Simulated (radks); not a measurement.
Excited configurations of neutral cobalt: one electron is placed in a higher orbital outside [Ar] 3d8. The ground configuration is [Ar] 3d7 4s2. Calculated with a radial shooting solver on a logarithmic mesh with Libxc functionals: non-relativistic Kohn-Sham, PBEsol, spin-polarised, spherical densities, point nucleus; open shells are filled with parallel spins first. Excitation = E - E(ground); binding = E(ion) - E, where the ion is the core of charge +1; n* = 1/sqrt(2 binding) in atomic units, and the quantum defect is n - n*.

outer orbital  excitation (eV)  binding (eV)     n*  quantum defect  eigenvalue (eV)
4p                       3.076         4.086  1.825           2.175           -1.955
5d                       6.153         1.010  3.671           1.329           -0.585
6d                       6.476         0.686  4.454           1.546           -0.431
7s                       6.313         0.849  4.003           2.997           -0.557
7p                       6.457         0.705  4.393           2.607           -0.467

The Delta-SCF ionisation energy is 7.162 eV (NIST Atomic Spectra Database: 7.881 eV, measured). Self-interaction in the functional shifts the binding energies and quantum defects, so they are the method's values and not measured ones. Open shells are spherical and high-spin; term and fine-structure splittings are not resolved.
